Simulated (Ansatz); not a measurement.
Reactions of H6OSSi2 (`[SiH3]O[SiH2]S`).

Isolated molecules relaxed with PBE0-D4/def2-TZVP in Ansatz; ΔE leaves out vibrations. CBS: MP2 limit from def2 TZ/QZ plus the TZ coupled-cluster correction, frozen cores. This one scheme is used for every species, atoms too. No spin–orbit coupling; open shells (•) take unrestricted orbitals. Spin–orbit coupling would lower the free atoms: a little for O, S, Si. Bonds to Se are less sure, by a few kJ/mol each and by 10 to 20 or more in all where they break to atoms, as the def2 sets lack core-valence functions. Scalar relativity is left out up to krypton. Each species was taken in one conformer, which may not be the lowest.

**Question.** Order these by ΔE at CCSD(T)/CBS, lowest first. (Estimate.)
A. `[SiH3]O[SiH2]S` + `CO[SiH](O)O` → `CO[SiH](O)O[SiH3]` + `O[SiH2]S`
B. `[SiH3]O[SiH2]S` → `[SH]`• + `[SiH2]O[SiH3]`•
C. `[SiH3]O[SiH2]S` + `NBS` → `[SiH3]NBS` + `O[SiH2]S`
D. `[SiH3]O[SiH2]S` + `C[SeH]` → `C[Se][SiH2]S` + `O[SiH3]`
E. `[SiH3]O[SiH2]S` + H–F → `F[SiH3]` + `O[SiH2]S`
F. `[SiH3]O[SiH2]S` + `C=N` → `C=N[SiH2]S` + `O[SiH3]`
G. `[SiH3]O[SiH2]S` → H₂ + `[SiH3]O[Si]S`
H. `[SiH3]O[SiH2]S` → 6 H• + O• + S• + 2 Si•

**Answer.** E (-22.3 kJ/mol), A (-0.3 kJ/mol), D (+46.4 kJ/mol), C (+59.6 kJ/mol), F (+78.5 kJ/mol), G (+165.1 kJ/mol), B (+407.4 kJ/mol), H (+3289.6 kJ/mol).

Largest T1 diagnostic: 0.015, for `[SiH3]O[Si]S`.
